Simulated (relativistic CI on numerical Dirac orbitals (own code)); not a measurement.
One change at a time: W⁶⁷⁺

Base calculation: Dirac-Coulomb-Breit CI, KLI orbitals optimised for each configuration, model QED, unscaled Slater integrals.

CI space (outside the closed core 1s2): 2s2.2p3, 2s.2p4, 2p5, 2p4.3s, 2p4.3p, 2s2.2p2.3s, 2p4.3d, 2s2.2p2.3p, 2s2.2p2.3d, 2s.2p3.3s, 2s.2p3.3p, 2s.2p3.3d, 2s2.2p2.4s, 2s2.2p2.4p, 2s2.2p2.4d, 2s2.2p2.4f. Levels of other configurations are missing.

Variants: (1) P86 correlation estimate; (2) Breit term removed. Shifts of the energy above 2s2.2p3 2P°_3/2, in eV, for the lowest level and the first level of each name with at least 55 % of one term (blank where a level changes its place among those of its configuration and J or its character, or is not in the variant):

```tsv
Level	Base	Δ(1)	Δ(2)
2s2.2p3 2P°_3/2	0.0	0.0	0.0
2s2.2p3 4S°_3/2	1388.4	0.0	+16.9
2s2.2p3 2D°_5/2	1411.7	0.0	+27.0
2s2.2p3 2P°_1/2	1464.5	0.0	+14.0
2s.2p4 4P_5/2	1735.5	+0.1	+5.7
2s.2p4 2S_1/2	1842.6	+0.1	-4.9
2s.2p4 4P_3/2	3152.0	+0.1	+16.7
2s.2p4 2D_5/2	3193.6	+0.1	+27.2
2s.2p4 2P_1/2	3259.4	+0.1	+16.3
2p5 2P°_3/2	3651.7	+0.1	+1.2
2p5 2P°_1/2	5070.6	+0.1	+18.4
2s2.2p2.3s 4P_3/2	10209.5	+1.4	+30.1
2s2.2p2.3s 2P_1/2	10220.0	+1.4	+30.2
2s2.2p2.3s 2D_5/2	10229.4	+1.4	+38.9
2s2.2p2.3s 2D_3/2	10236.4	+1.4	+37.5
2s2.2p2.3p 4D°_3/2	10319.7	+1.4	+27.6
2s2.2p2.3p 2F°_7/2	10746.5	+1.4	+40.3
2s2.2p2.3p 2D°_5/2	10776.1	+1.4	+38.1
2s2.2p2.3d 4D_1/2	10839.6	+1.2	+29.1
2s2.2p2.3d 2G_9/2	10954.2	+1.2	+43.5
2s2.2p2.3d 2F_7/2	10980.7	+1.2	+43.2
```

At this charge energies of transitions that change n are usually good to better than 1 %, and those within a shell (Δn = 0) to a few per cent.

Ionisation energy from the two ground configurations alone: base 16632 eV; Breit term removed 16648.1 eV. The NIST ASD value (semi-empirical) is 16588 eV.

LS names give the leading component of a level, which can be under half, so a name can repeat, a term be missing and a line seem to break the LS rules.
